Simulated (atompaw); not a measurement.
**As (Z = 33): PAW (atompaw) pseudisation with PBE, scalar-relativistic reference atom.**

- Element: As
- Generator: atompaw 4.2.0.5
- Type: PAW
- Functional: PBE
- Relativity: scalar-relativistic
- Frozen core: [Ar]
- Valence charge: 15
- Reference configuration: 3d10 4s2 4p2.5 (charge +0.5)
- Partial waves: 4s (bound): rc 2.30 bohr; 4s channel at -0.4 Ry: rc 2.30 bohr; 4p (bound): rc 2.30 bohr; 4p channel at 2.15 Ry: rc 2.30 bohr; 3d (bound): rc 0.65 bohr; 3d channel at -2.95 Ry: rc 0.65 bohr
- Local potential: vpsmatchnc scheme with l = 3 at 0 Ry, radius 2.30 bohr
- Core correction: smooth core density matched at 1.45 bohr
- Augmentation charge: sinc compensation charge, radius 2.00 bohr; PAW radius 2.30 bohr; waves and projectors: custom rrkj vanderbiltortho

All-electron outer shells of the reference configuration (PBE, scalar-relativistic, ld1.x):

```
shell  level (eV)  outermost node (bohr)  outermost maximum (bohr)
   3p     -138.31                   0.22                      0.52
   3d      -45.27                      –                      0.47
   4s      -18.74                   0.73                      1.61
   4p       -9.09                   0.78                      1.95
```

(1) Estimate the cutoffs (Ry, on a coarse ladder) from which the occupation-weighted sum of valence levels, in a spherical-Bessel basis at the reference potential, stays within 10 and 1 mRy of its value at 400 Ry.

(2) What does a ghost test show?

(3) Is the overlap operator S = 1 + Σ q|β⟩⟨β| positive definite (Bessel basis up to 400 Ry)?

(4) Which valence shell sets the plane-wave cutoff?

Results:

(1) over 300 Ry and over 300 Ry.

(2) No extra level below or beside the all-electron valence levels (s, p, d, f tested).

(3) Yes: its lowest eigenvalue is 0.29 (s channel).

(4) 3d: its level needs over 300 Ry to come within 1 mRy, against 12 Ry for 4p.
